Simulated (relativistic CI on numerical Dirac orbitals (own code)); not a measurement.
## Mn⁶⁺ in a cubic cluster: 1s photoemission with charge transfer

Computed with a charge-transfer multiplet model of a cubic metal-ligand cluster with up to 2 ligand holes, Slater and spin-orbit integrals from Dirac-Coulomb-Breit ions, Slater integrals scaled by 0.7. The ground state mixes d1 with configurations of k ligand holes L, whose averages lie at kΔ + k(k − 1)U_dd/2; a core hole lowers each added d electron by U_cd. 300 K, Lorentzian 1.1 eV and Gaussian 0.6 eV FWHM.

Atomic integrals in eV (Slater integrals scaled, ζ unscaled), ground: F2dd 9.285, F4dd 5.869, zeta_d 0.064; with the core hole: F2dd 9.285, F4dd 5.869, zeta_d 0.090, G2cd 0.068. Where a configuration has fewer than two d electrons, the dd integrals are those of d2.

Cluster parameters (eV): U_dd = 5, U_cd = 6.3, 10Dq = 2.75, 10Dq(ligand) = 0.2, V(eg) = 2.6, V(t2g) = -1.28, final-state hopping factor = 1.

```tsv
Case	n_d	d1	d2L	d3L2	S
Δ = -1.9 eV	2.11	0.16	0.58	0.26	0.50
Δ = -0.9 eV	2.02	0.20	0.58	0.22	0.50
Δ = 0.1 eV	1.93	0.26	0.56	0.18	0.50
Δ = 2.1 eV	1.74	0.38	0.51	0.12	0.50
Δ = 3.1 eV	1.65	0.44	0.47	0.09	0.50
```

Weights, n_d and S are thermal averages at 300 K. Binding energies count from the first peak over 30 % of the highest in each spectrum, which can be another peak from case to case. The parameters are a model scan and need not match a compound or its usual spin state. Peaks in eV (height, largest 100):
- Δ = -1.9 eV: 0.0 (100), 13.1 (7)
- Δ = -0.9 eV: 0.0 (100), 12.9 (8)
- Δ = 0.1 eV: 0.0 (100), 12.7 (9)
- Δ = 2.1 eV: 0.0 (100), 2.7 (10), 12.0 (12)
- Δ = 3.1 eV: 0.0 (100), 3.0 (10), 11.7 (13)

Curve for Δ = 0.1 eV (points under 2 left out, the grid thinned):

(E (eV), Intensity): (-3.2, 3.6), (-2.9, 4.3), (-2.6, 5.3), (-2.3, 6.8), (-2.0, 8.9), (-1.7, 12.2), (-1.3, 20.1), (-1.0, 31.5), (-0.7, 51.4), (-0.4, 79.2), (-0.1, 99.1), (0.2, 91.6), (0.5, 64.9), (0.8, 40.5), (1.1, 25.7), (1.4, 17.8), (1.7, 13.8), (2.1, 11.7), (2.4, 11.3), (2.7, 10.5), (3.0, 9.0), (3.3, 7.6), (3.6, 6.5), (3.9, 5.3), (4.2, 4.2), (4.5, 3.4), (4.8, 3.0), (5.1, 2.8), (5.5, 2.5), (5.8, 2.3), (6.1, 2.1), (10.9, 2.1), (11.2, 2.6), (11.5, 3.3), (11.8, 4.6), (12.1, 6.5), (12.4, 8.5), (12.7, 9.5), (13.0, 8.5), (13.4, 5.8), (13.7, 4.4), (14.0, 3.6), (14.3, 2.9), (14.6, 2.4), (14.9, 2.0)

For the case Δ = 0.1 eV, Δ = 0.1 eV is smaller than U_dd = 5 eV, the charge-transfer side of the Zaanen-Sawatzky-Allen scheme. With the core hole the configuration with one ligand hole lies at Δ − U_cd = -8.2, -7.2, -6.2, -4.2, -3.2 eV from the one without, in the order of the table; where this is negative the screened configuration lies lower, though the effective hopping of about 5.6 eV (from the holes of the mixed ground state) mixes the two strongly wherever it is as large as the gap.

With at most 2 ligand holes the space is cut while the next configuration still counts, so covalency is underestimated, and a final configuration with one more ligand hole, which can lie low, is missing from the spectra.
